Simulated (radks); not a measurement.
Initial-state core-level shifts of the zinc ion Zn+ when its valence configuration changes from [Ar] 3d10 4s1. All-electron calculation, scalar-relativistic Kohn-Sham, LDA (Slater exchange, Perdew-Wang correlation), spin-polarised, spherical densities, point nucleus; open shells are filled with parallel spins first. Program: a radial shooting solver on a logarithmic mesh with Libxc functionals. Shifts are changes of the shell-averaged eigenvalues in eV (positive: less bound).

valence                1s       2s       3s       3p
3d9.5 4s1.5        -3.696   -4.090   -3.606   -3.522
3d10 4p1           -1.807   -1.706   -1.808   -1.809
3d9.5 4s1 4p0.5    -4.480   -4.832   -4.401   -4.316
3d9.5 4s0.5 4p1    -5.359   -5.667   -5.279   -5.193
3d10 4s0.5 4p0.5   -0.915   -0.864   -0.915   -0.916
3d9 4s2            -7.689   -8.521   -7.432   -7.257
3d9 4s1 4p1        -9.223   -9.990   -8.978   -8.797
3d9 4s1.5 4p0.5    -8.523   -9.322   -8.265   -8.087
3d7 4s1 4p3       -30.554  -33.571  -28.578  -27.949
